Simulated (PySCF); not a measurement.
YF3, SMILES [F][Y]([F])[F]. Atoms are numbered in the order given.

```xyz
4

Y      0.0000     0.0000     0.0000
F      2.0095     0.0000     0.0000
F     -1.0047    -1.7403     0.0000
F     -1.0047     1.7403     0.0000
```
Charge 0, spin multiplicity 1.

Coordinates come from a B3LYP-D3(BJ)/def2-TZVP optimisation. The isomer is the one that the SMILES or the coordinates give; other isomers of the formula were not compared. The def2 effective core potentials stand for the cores of Y; spin–orbit coupling is left out.

These are TDA-PBE/def2-SVPD (PySCF 2.14.0) values and carry that method's errors.

Vertical excitations; the highest root listed may be one member of a degenerate set.  State labels are in the subgroup C2v.

Computed lowest excited states:
```json
[
 {"state": "S1", "symmetry": "B1", "energy (eV)": "5.50", "λ (nm)": "225", "f": "0.004", "main pairs": "HOMO→LUMO (degenerate set)"},
 {"state": "S2", "symmetry": "A1", "energy (eV)": "5.50", "λ (nm)": "225", "f": "0.004", "main pairs": "HOMO−1→LUMO (degenerate set)"},
 {"state": "S3", "symmetry": "B1", "energy (eV)": "5.63", "λ (nm)": "220", "f": "0.000", "main pairs": "HOMO−2→LUMO 100 %"},
 {"state": "S4", "symmetry": "B2", "energy (eV)": "5.79", "λ (nm)": "214", "f": "0.039", "main pairs": "HOMO−3→LUMO 100 %"},
 {"state": "S5", "symmetry": "B2", "energy (eV)": "6.08", "λ (nm)": "204", "f": "0.000", "main pairs": "HOMO−4→LUMO (degenerate set)"},
 {"state": "S6", "symmetry": "A2", "energy (eV)": "6.08", "λ (nm)": "204", "f": "0.000", "main pairs": "HOMO−5→LUMO (degenerate set)"},
 {"state": "S7", "symmetry": "A1", "energy (eV)": "6.44", "λ (nm)": "192", "f": "0.003", "main pairs": "HOMO−6→LUMO (degenerate set)"},
 {"state": "S8", "symmetry": "B1", "energy (eV)": "6.44", "λ (nm)": "192", "f": "0.003", "main pairs": "HOMO−7→LUMO (degenerate set)"},
 {"state": "S9", "symmetry": "A1", "energy (eV)": "6.49", "λ (nm)": "191", "f": "0.000", "main pairs": "HOMO−8→LUMO 99 %"},
 {"state": "S10", "symmetry": "A2", "energy (eV)": "7.29", "λ (nm)": "170", "f": "0.000", "main pairs": "HOMO→LUMO+1 50 %, HOMO−1→LUMO+2 48 %"},
 {"state": "T1", "symmetry": "B1", "energy (eV)": "5.46", "λ (nm)": "227", "f": "0", "main pairs": "HOMO→LUMO (degenerate set)"},
 {"state": "T2", "symmetry": "A1", "energy (eV)": "5.46", "λ (nm)": "227", "f": "0", "main pairs": "HOMO−1→LUMO (degenerate set)"},
 {"state": "T3", "symmetry": "B1", "energy (eV)": "5.62", "λ (nm)": "221", "f": "0", "main pairs": "HOMO−2→LUMO 100 %"},
 {"state": "T4", "symmetry": "B2", "energy (eV)": "5.71", "λ (nm)": "217", "f": "0", "main pairs": "HOMO−3→LUMO 100 %"}
]
```
Triplets are in the Tamm–Dancoff approximation.
